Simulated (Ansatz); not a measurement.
System: TiH, charge 0, multiplicity 4. The spin state was set by rule; other spins were not relaxed. 
Geometry from a B3LYP-D3(BJ)/def2-TZVP (Ansatz, a first-principles code) optimisation:
```xyz
2

Ti     0.0000     0.0000    -0.0766
H      0.0000     0.0000     1.6849
```
Charge 0, spin multiplicity 4.

Basis-set convergence of Hartree-Fock and MP2 correlation energies (hartree) with Ansatz. Correlated levels leave the core frozen unless marked. Open shells are spin-unrestricted. No spin-orbit coupling. The frozen core is the preceding noble-gas configuration, with the filled d and f shells of earlier blocks. Non-relativistic.

The T1 diagnostic of CCSD in the largest basis is 0.058, which is high, so the coupled-cluster rows are less sure than usual.

```tsv
basis	functions	E(HF)	E(corr, MP2)
def2-SVP	36	-848.84583	-0.03536
def2-TZVPP	78	-848.96250	-0.04915
def2-QZVPP	123	-848.97919	-0.05216
```

Extrapolating the two largest sets (X = 3 and 4) as X^-3: E(corr) = (64·(-0.05216) - 27·(-0.04915))/37 = -0.0544 Eh, an estimate of the basis-set limit. The largest set recovers 96.0 % of it, the smallest 65.0 %.
